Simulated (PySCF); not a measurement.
# Core-level binding energies of `C[S+](C)[AlH2-][Br]`

C2H8AlBrS.
Structure used (PBE0-D3(BJ)/def2-SVP), in Å, numbered top down from 1:
```xyz
13
C2H8AlBrS angstrom
C     -1.348   -1.118    0.160
S     -0.388    0.009   -0.873
C     -0.552    1.555    0.045
Al     1.892   -0.624   -0.232
Br     2.952    1.195   -1.176
H     -2.406   -0.824    0.145
H     -1.242   -2.120   -0.279
H     -0.957   -1.123    1.187
H     -1.588    1.913   -0.017
H     -0.242    1.411    1.090
H      0.126    2.271   -0.438
H      2.056   -2.020   -0.976
H      1.704   -0.542    1.353
```

Level of theory: delta-SCF UKS SCAN, pcX-2 on the ionised atom, pcseg-1 elsewhere, spin-free X2C (PySCF 2.14.0). These are vertical core ionisation energies against the vacuum level, from separate self-consistent calculations with and without the core hole.

Question: Give the core binding energies atom by atom.

Answer: 
```
atom(s)      bonded to  level  binding energy (eV)  count
  C1/C3      S and 3 H   C 1s               292.17      2
    Al4  Br, S and 2 H  Al 1s              1566.40      1
     S2     2 C and Al   S 1s              2478.54      1
```

Question: Express the binding energy of C 1s of C1/C3 in atomic units and per mole.

Answer: 292.17 eV = 10.7370 Eh = 28190 kJ/mol.

One atom of each set of topologically equivalent atoms was ionised and stands for the set; in this conformer not all members are related by symmetry, and their own values weren't computed. Not every level is listed. No level of bromine is listed. The structure is a single PBE0-D3(BJ)/def2-SVP conformer in the gas phase; no vibrational or solvent corrections.

Hardware: one thread, Arm Neoverse V2 (aarch64), on a shared host. Cost: 37 s of wall time, 0.71 GiB resident at most.
